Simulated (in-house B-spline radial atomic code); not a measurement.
Ionisation energies along the 43-electron series, configuration [Kr] 4d7, as differences of self-consistent energies. Dirac energy differences include first-order Breit, QED and recoil terms. NIST's values go from ground level to ground level; the uncertainty of those that are theory runs from under 0.1 % in few-electron ions to several per cent in heavy many-electron ones. Computed with an all-electron radial atomic-structure program (B-spline basis): Dirac-Hartree-Fock, average of the configuration, finite nuclei.

```
  ion  configuration after  ionisation energy (eV)  IE/(q+1)² (eV)  Breit and QED recoil part (eV)  tabulated value (eV)  computed minus tabulated (eV)
 I10+             [Kr] 4d6                   224.0          1.8512                       -0.019344                 220.9                            3.1
Xe11+             [Kr] 4d6                   256.8          1.7831                       -0.029063                   255                            1.8
Cs12+             [Kr] 4d6                   291.4           1.724                       -0.040222                   289                            2.4
Ba13+             [Kr] 4d6                   327.8          1.6722                       -0.052861                   325                            2.8
La14+             [Kr] 4d6                   366.0          1.6265                       -0.067049                   364                            2.0
Ce15+             [Kr] 4d6                   405.9          1.5857                       -0.082836                   403                            2.9
Pr16+             [Kr] 4d6                   447.7          1.5492                        -0.10028                   445                            2.7
Nd17+             [Kr] 4d6                   491.3          1.5163                        -0.11944                   489                            2.3
Pm18+             [Kr] 4d6                   536.6          1.4865                        -0.14037                   534                            2.6
Sm19+             [Kr] 4d6                   583.7          1.4593                        -0.16313                   581                            2.7
Eu20+             [Kr] 4d6                   632.6          1.4344                        -0.18779                   630                            2.6
Gd21+             [Kr] 4d6                   683.2          1.4116                         -0.2144                   680                            3.2
Tb22+             [Kr] 4d6                   735.6          1.3906                        -0.24304                   732                            3.6
Dy23+             [Kr] 4d6                   789.8          1.3711                        -0.27376                   786                            3.8
```

Where a p, d or f electron is removed, the computed value is a mean over both j, so it misses the tabulated one by a part of the spin-orbit splitting; averaging over terms and missing correlation add to the gap, relatively most at low charge.
